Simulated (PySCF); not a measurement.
Some computed properties have been withheld. Give your best values.

Species: C3H11OSSi (charge +1).
Geometry (PBE0-D3(BJ)/def2-SVP, Å), atoms numbered from 1 in this order:
```
atom  x, y, z in Å
C1    -1.661   -1.774    0.809
S2    -0.617   -0.726   -0.205
C3    -1.645    0.703   -0.549
C4     0.560    0.021    1.072
O5     1.195    1.063    0.517
Si6    2.754    1.063   -0.215
H7    -2.485   -2.134    0.178
H8    -1.054   -2.633    1.129
H9    -2.047   -1.218    1.675
H10   -2.165    1.035    0.360
H11   -0.964    1.486   -0.913
H12   -2.355    0.428   -1.340
H13    1.197   -0.834    1.369
H14   -0.092    0.325    1.909
H15    3.515   -0.026    0.459
H16    3.297    2.417    0.026
H17    2.565    0.770   -1.661
```

```csv
property,level,value
point group,PBE0-D3(BJ)/def2-SVP,C1
"rotational constants A, B, C",PBE0-D3(BJ)/def2-SVP,?
HOMO energy,wB97X-D/def2-SVPD,-14.50 eV
LUMO energy,wB97X-D/def2-SVPD,?
lowest singlet excitation,TDDFT wB97X-D/def2-SVPD,?
strongest line among the 10 lowest singlet transitions,TDDFT wB97X-D/def2-SVPD,"S2 at 7.57 eV (164 nm, f = 0.120)"
lowest triplet excitation (Tamm–Dancoff),TDA wB97X-D/def2-SVPD,?
static isotropic polarisability,wB97X-D/def2-SVPD,83.4 au
vertical ionisation energy,ΔSCF wB97X-D/def2-SVPD,14.72 eV
vertical electron affinity,ΔSCF wB97X-D/def2-SVPD,?
electronic spatial extent ⟨r²⟩ about the centre of nuclear charge,wB97X-D/def2-SVPD,1209 bohr²
13C chemical shifts (computed TMS as zero) by class,GIAO PBE/pcSseg-1,?
1H chemical shifts (computed TMS as zero) by class,GIAO PBE/pcSseg-1,"5.34 (H13/H14), 5.30 (H15/H16/H17), 2.66 (H7/H8/H9/H10/H11/H12) ppm"
"isotropic shieldings of nuclei other than C and H, by class",GIAO PBE/pcSseg-1,?
```

The electronic properties come from PySCF, for the isolated species, density fitting. NMR classes are plain means over equivalent atoms (diastereotopic ones count apart unless rotation or inversion swaps them), as if these changed places fast; in this geometry the members of some classes differ.

Give the isotropic shieldings of nuclei other than C and H, by class.

282 (O5), 337 (Si6), 412 (S2) ppm.

Give the rotational constants A, B, C.

4.896, 1.088, 1.006 GHz.

Give the lowest singlet excitation.

7.13 eV (174 nm, f = 0.084).

Give the vertical electron affinity.

2.82 eV.

Give the lowest triplet excitation (Tamm–Dancoff).

6.28 eV.

Give the 13C chemical shifts (computed TMS as zero) by class.

94.7 (C4), 24.7 (C1/C3) ppm.

What is the LUMO energy?

-2.92 eV.

−ε(LUMO) is 2.92 eV against a ΔSCF electron affinity of 2.82 eV. With B = h/(8π²I), that is 505.379 GHz u Å² over I, the principal moments of inertia are 103.2, 464.3 and 502.5 u Å² (most abundant isotopes). The ΔSCF ionisation energy exceeds −ε(HOMO) by 0.22 eV with wB97X-D. The 10 singlets span 7.13 to 9.05 eV, and their oscillator strengths add up to 0.39. The largest Löwdin shares of the LUMO are 0.42 on S2, 0.21 on C4, 0.10 on C1 and 0.05 on C3.

For the TDDFT job (wB97X-D/def2-SVPD), the run took 3.1 min wall on one thread, Arm Neoverse V1, no GPU, on a shared host.

One conformer stands for the species.
